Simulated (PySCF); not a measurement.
Method: PySCF energies plus ideal-gas RRHO corrections (1 bar). The comparison is the NASA 1993 polynomial table, which mixes measured and estimated data. Open shells (unrestricted): SrF (multiplicity 2). Sr: scalar-relativistic def2 core potential, no spin-orbit coupling. The harmonic model lacks anharmonicity and excited electronic states, which grow with temperature; levels with a mode under 35 cm⁻¹ are left out. The table's entry may be an old estimate for SrF (not checked at source).

Harmonic frequencies at PBE0/def2-TZVP (cm⁻¹): 500. Point group C∞v; S°(298 K) = 239.8 J/mol/K at this level.

### Question
Work out Cp and S° of gaseous SrF at 500, 800, 1200, 1600, 2000 K from these, and set them beside the table.

### Answer
```
T (K)  Cp PBE0/def2-TZVP  Cp table  S° PBE0/def2-TZVP  S° table
-----  -----------------  --------  -----------------  --------
500                 36.1      36.4              258.1     258.3
800                 36.9      37.2              275.3     275.6
1200                37.2      37.7              290.3     290.8
1600                37.3      38.0              301.0     301.7
2000                37.3      38.2              309.3     310.2
```
Units J/mol/K.
